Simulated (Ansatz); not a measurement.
A made-up structure of GeH2Cl (charge +1), closed shell:

```
4
angstrom
Cl -1.6569 0.4282 -0.7587
Ge 0.1524 -0.0394 0.0699
H 0.5525 -1.5077 0.0394
H -2.8584 0.5449 -0.2004
```

It is relaxed with PBE-D4/def2-SVP and then PBE0-D4/def2-TZVP (Ansatz 0.2.0). Atoms count as bonded within 1.22 times the sum of their covalent radii (H–H: 0.88 Å). The end point is not checked to be a true minimum.

Task: Does its bonding change? (A judgement: the text doesn't fix the answer.)

Result: Computed: No: no bond forms or breaks.

Where it ends: The first stage lowers the energy by 1.95 eV in 6 steps. It ends as GeH₂Cl ([ClH][GeH]), total charge +1:
```
4
angstrom
Cl -1.7338 0.8387 -0.6889
Ge 0.5520 0.0419 -0.1543
H -0.1392 -1.2995 0.3390
H -2.4895 -0.1550 -0.3456
```

Labels in which every atom is bracketed show which atoms are joined, not bond orders.

For scale, one of the runs: PBE0-D4/def2-TZVP relaxation, 97 basis functions, launched by `ansatz run in.yaml --threads 2 --pin off --events-out ev --progress --plain --max-ram 4352MiB`. Hardware: 2 CPU threads of an Intel Xeon Platinum 8488C, shared host. Wall time about 13 s.
